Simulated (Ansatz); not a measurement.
Computed with Ansatz on PBE0-D4/def2-TZVP structures; ΔE is electronic, products minus reactants. CBS: MP2 limit from def2 TZ/QZ plus the TZ coupled-cluster correction, frozen cores. This one scheme is used for every species. Functionals use def2-TZVPP. B3LYP here is the variant with VWN-RPA as its local correlation; programs differ in this. One conformer a species, not always the lowest.

Reaction (hydrogenolysis of a C–F bond): `COC(F)(F)CF` + H₂ → `COC(C)(F)F` + H–F

`COC(F)(F)CF`:

Z-matrix (Å, degrees):
```
C
O 1 1.425
H 1 1.091 2 110.8
H 1 1.091 2 110.8 3 122.3
H 1 1.087 2 105.7 3 -118.8
C 2 1.347 1 116.0 3 -61.1
F 6 1.358 2 111.5 1 58.5
F 6 1.358 2 111.5 1 -58.6
C 6 1.515 2 108.0 1 180.0
F 9 1.366 6 110.0 2 179.8
H 9 1.092 6 108.7 2 59.8
H 9 1.092 6 108.7 2 -60.3
```

H₂:

Z-matrix (Å, degrees):
```
H
H 1 0.746
```

`COC(C)(F)F`:

Cartesian coordinates in Å:
```
C 0.096 0.834 1.409
O -0.955 0.340 0.602
C -0.621 -0.626 -0.297
C 0.414 -0.256 -1.327
F -0.205 -1.748 0.368
F -1.777 -0.956 -0.906
H -0.373 1.465 2.161
H 0.799 1.440 0.828
H 0.632 0.022 1.906
H 0.518 -1.079 -2.032
H 0.092 0.640 -1.857
H 1.379 -0.076 -0.855
```

H–F:

Z-matrix (Å, degrees):
```
F
H 1 0.920
```

```json
{"level": "r2SCAN-D4", "ΔE (kcal/mol)": "-24.3", "difference from CCSD(T)/CBS": "3.1"}
{"level": "PBE0-D4", "ΔE (kcal/mol)": "-26.1", "difference from CCSD(T)/CBS": "1.3"}
{"level": "B3LYP-D4", "ΔE (kcal/mol)": "-24.4", "difference from CCSD(T)/CBS": "3.0"}
{"level": "r2SCAN", "ΔE (kcal/mol)": "-24.4", "difference from CCSD(T)/CBS": "3.0"}
{"level": "PBE0", "ΔE (kcal/mol)": "-26.2", "difference from CCSD(T)/CBS": "1.2"}
{"level": "HF/def2-TZVPP", "ΔE (kcal/mol)": "-25.0", "difference from CCSD(T)/CBS": "2.4"}
{"level": "MP2/def2-TZVPP", "ΔE (kcal/mol)": "-28.2", "difference from CCSD(T)/CBS": "-0.8"}
{"level": "SCS-MP2/def2-TZVPP", "ΔE (kcal/mol)": "-26.6", "difference from CCSD(T)/CBS": "0.8"}
{"level": "SCS-MP2/def2-QZVPP", "ΔE (kcal/mol)": "-27.2", "difference from CCSD(T)/CBS": "0.2"}
{"level": "MP2/CBS(def2)", "ΔE (kcal/mol)": "-29.1", "difference from CCSD(T)/CBS": "-1.7"}
{"level": "CCSD(T)/CBS", "ΔE (kcal/mol)": "-27.4", "difference from CCSD(T)/CBS": "0"}
```

Largest T1 diagnostic among the species: 0.011.

From PBE to PBE0 (25 % exact exchange), in def2-TZVPP and without D4, ΔE moves by −1.4 kcal/mol. In def2-TZVPP, CCSD(T) changes the Hartree–Fock value by −1.5 kcal/mol (the triples alone add +0.4 kcal/mol) and MP2 by −3.2 kcal/mol.

CCSD(T)/CBS has its own doubt, a few kJ/mol and more with outer-core shells, so smaller differences from it don't rank the levels.
